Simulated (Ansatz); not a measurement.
A run for Ansatz (a quantum-chemistry and plane-wave program): R-wB97M-V/def2-TZVPPD on FH3 (a complex), monomers drawn apart or pushed together. Files ending in .json are basis or fitting sets from the Basis Set Exchange.

Ansatz 0.2 input:
```yaml
crystal:
  periodic: [false, false, false]
  atoms:
    - {symbol: F, position_ang: [0.06905009, 0.09156726, -0.12665757]}
    - {symbol: H, position_ang: [0.10900559, 0.08216204, 0.79901166]}
    - {symbol: H, position_ang: [0.58077544, 0.07695817, 3.01309559]}
    - {symbol: H, position_ang: [-0.16381804, 0.03856323, 3.04597313]}
basis:
  gaussian:
    orbitals: def2-TZVPPD.json
hamiltonian:
  xc: {name: wB97M-V}
scf: {lower_state_search: off}
```

Output:

```
WARN ansatz: RAYON_NUM_THREADS=2 ignored (pool sized by the plan → 2); use --threads N
Functional definition: wB97M-V
these checks for a lower state are left out or cut short: stability, starts, cluster_reference, orbital_swaps, neighbouring_geometries, increment
integrals: 0.02 GiB planned
374 factors; their error is unknown
integrals: 0.05 GiB planned
130 factors; integrals over basis functions are off by at most 3.6e-5 eV
mean field: 0.21 GiB planned
mean field evaluation 1: about -2764.0712 eV, gradient 3.0e1 eV
mean field evaluation 2: about -2763.9873 eV, gradient 3.4e1 eV
mean field evaluation 4: about -2765.3900 eV, gradient 2.4e-1 eV
mean field evaluation 8: about -2765.3933 eV, gradient 1.7e-2 eV
mean field -2765.39328736 eV, -101.6263288597 hartree, gradient 1.9e-6 eV, S^2 0.000000; 0 other end points of the search recorded, 0 dependent functions left out
reference -2765.39333636 eV, -101.6263306602 hartree; 6, 6 occupied and 85, 85 virtual orbitals, 374 factors
Total energy: -2765.39333636 eV, -101.6263306602 hartree
Checks for a lower state left out: stability, starts, cluster_reference, orbital_swaps, neighbouring_geometries, increment
```

Self-consistency was reached.

Cost: about 0.4 core-seconds (a rough figure).
